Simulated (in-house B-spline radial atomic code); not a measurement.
# Response and correlation of the silver ion Ag⁺

Closed shell [Kr] 4d10. Computed with an all-electron radial atomic-structure program (B-spline basis): Dirac-Hartree-Fock, relativistic RPA (time-dependent Dirac-Hartree-Fock) for the response and second-order many-body perturbation theory for correlation, no-pair Dirac-Coulomb Hamiltonian, finite nucleus, speed of light scaled by 100 (non-relativistic limit).

```tsv
multipole (bohr³, bohr⁵, bohr⁷)	uncoupled	coupled RPA
dipole	8.3246	?
quadrupole	27.088	42.984
octupole	191.64	276.09
```

Q: What is the coupled dipole polarisability?

A: 8.2808 atomic units, -1 % against the uncoupled value.

Q: Which subshells carry the dipole polarisability?

A: 4d5/2 59.2 %, 4d3/2 39.5 %, 4p3/2 0.7 %.

Q: What does the dipole shielding factor come to?

A: The dipole shielding factor is 0.979, against the exact N/Z = 46/47 = 0.979 of the non-relativistic theorem.

Dipole polarisability at imaginary frequency:

```
u (Eh)  α(iu) (bohr³)
     0          8.281
 0.141          7.943
 0.424          6.305
 0.849          4.322
  1.41          2.829
  2.83           1.25
  5.66         0.4408
  14.1         0.1006
```

Q: What dispersion coefficients follow for two such ions (the dispersion part alone)?

A: C6 = (3/π)∫α(iu)²du = 47.96 hartree·bohr⁶ and C8 = 959.9 hartree·bohr⁸.

Lowest J = 1 odd-parity excitations:

| energy (eV) | oscillator strength | leading channel | weight |
| --- | --- | --- | --- |
| 11.165 | 2.11e-10 | 4d3/2 → p3/2 | 0.533 |
| 12.2 | 6.54e-13 | 4d3/2 → p1/2 | 0.5 |
| 12.284 | 0.582 | 4d5/2 → p3/2 | 0.597 |
| 17.37 | 4.38e-11 | 4d3/2 → p3/2 | 0.533 |
| 17.606 | 0.062 | 4d5/2 → p3/2 | 0.596 |
| 17.622 | 2.05e-07 | 4d3/2 → p1/2 | 0.498 |
| 18.975 | 3.14e-08 | 4d5/2 → f5/2 | 0.514 |
| 19.023 | 0.104 | 4d5/2 → f7/2 | 0.587 |

Second-order correlation energy by the highest angular momentum of the excited pair (hartree): s -0.02318, p -0.2208, d -0.7257, f -1.008, g -0.3322, h -0.1453, i -0.0664, k -0.03403.

Q: What is the second-order correlation energy at the partial-wave limit?

A: The listed waves sum to -2.5558 hartree; extrapolating the increments as (l + 1/2)⁻⁴ gives -2.6254 hartree, -1.55 eV per electron.
